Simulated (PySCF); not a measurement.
# Worked example: oscillator strength and radiative lifetime

C2H7FSi3, SMILES C1=C[SiH2][Si@H]1[SiH2]F.

The structure is a stationary point at PBE0-D3(BJ)/def2-SVP. The structure was generated by enumeration; whether it is a known compound was not checked. One conformer was computed; it need not be the lowest.

TDDFT-M06-2X/def2-SVPD in PySCF 2.14.0 puts the first singlet state with f over 0.02 at 5.70 eV (vertical), with the transition dipole (-0.418, -0.133, -0.242) in atomic units.

### Question
Find the oscillator strength, the wavelength and the radiative lifetime that this transition would have in vacuum if emission retraced absorption.

### Answer

|μ|² = 0.2510 au, so |μ| = 1.27 D. ΔE = 5.70/27.211 = 0.2095 hartree. f = (2/3) ΔE |μ|² = 0.035 (the program prints 0.035).
λ = 1239.84/5.70 = 218 nm; ν = 45974 cm⁻¹.
Einstein's coefficient A = 0.6670 ν² f s⁻¹ (ν in cm⁻¹) = 4.9e7 s⁻¹, so τ = 1/A = 20 ns. This state is S3; the lower singlets have f = 0.002, 0.001. The figure is the radiative limit of this one transition; relaxation, internal conversion, crossing to triplets and a medium change what is measured.
